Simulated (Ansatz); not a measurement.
Molecule: molecular bromine, Br2, charge 0, multiplicity 1. SMILES: BrBr
Geometry from a B3LYP-D3(BJ)/def2-TZVP (Ansatz, a first-principles code) optimisation:
```
Br
Br 1 2.3157
```

Computed values are from Ansatz. Cores are frozen in the correlated levels unless marked. UHF or UKS for open shells. Spin-orbit coupling is left out. The frozen core is the preceding noble-gas configuration, with the filled d and f shells of earlier blocks. No relativistic terms. CBS marks a two-point X^-3 extrapolation of the correlation energy; Hartree-Fock from the larger set (for Q and 5 zeta extrapolated as (X+1)exp(-9√X)).

**Question.** What is the vertical electron affinity (to the doublet; negative means unbound) at CCSD(T)/CBS(aug-cc-pVTZ,aug-cc-pVQZ)?

**Answer.** 1.57 eV.

**Question.** What is the total energy at CCSD(T)/CBS(cc-pVQZ,cc-pV5Z)?

**Answer.** -5145.3506 Eh.

**Question.** What is the dipole moment at CCSD(T)/aug-cc-pVDZ?

**Answer.** 0.00 D.

**Question.** What is the T1 diagnostic at CCSD/cc-pV5Z?

**Answer.** 0.008.

**Question.** What is the atomisation energy De at CCSD(T)/CBS(cc-pVQZ,cc-pV5Z)?

**Answer.** 52.2 kcal/mol.
